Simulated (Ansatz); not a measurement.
Question: Name a neutral molecule of B, C, Si and H with LUMO energy (PBE0/def2-TZVPP) between -1.85 and -1.55 eV and size of the dipole moment (PBE/def2-TZVPP) between 2.95 and 3.25 D (Ansatz, PBE0-D4/def2-TZVP geometry).

Answer: `C[SiH]1[SiH2]B1[SiH3]` (-1.78 eV, 2.98 D). Other molecules can fit too; these were computed, each in one conformer that needn't be the lowest.
